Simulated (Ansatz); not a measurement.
Gas-phase electronic energies from Ansatz, PBE0-D4/def2-TZVP geometries. CCSD(T)/CBS adds triple-zeta CCSD(T) − MP2 to the extrapolated MP2 energy (def2 sets, frozen cores). Elements past krypton have def2 core potentials. For Ge, Hf, Se outer-core shells are correlated without core-valence functions, which leaves a few kJ/mol of doubt a bond. Scalar relativity is left out up to krypton. One conformer a species, not always the lowest.

`[OH][Hf]([Cl])([Cl])[Cl]` + `B[CH2][GeH2][SeH]` → `[OH][Hf]([Cl])([Cl])[SeH]` + `B[CH2][GeH2][Cl]`  (redistribution)

| species | MP2/def2-QZVPP energy (Eh) |
| --- | --- |
| `[OH][Hf]([Cl])([Cl])[Cl]` | -1503.12997 |
| `B[CH2][GeH2][SeH]` | -4543.36846 |
| `[OH][Hf]([Cl])([Cl])[SeH]` | -3444.41519 |
| `B[CH2][GeH2][Cl]` | -2602.06609 |

Q: Work out ΔE.

A: ΔE = (-3444.41519) + (-2602.06609) − (-1503.12997) − (-4543.36846) = 0.01715 Eh = +45.0 kJ/mol. CCSD(T)/CBS gives +46.2 kJ/mol.

Largest T1 diagnostic among the species: 0.014.
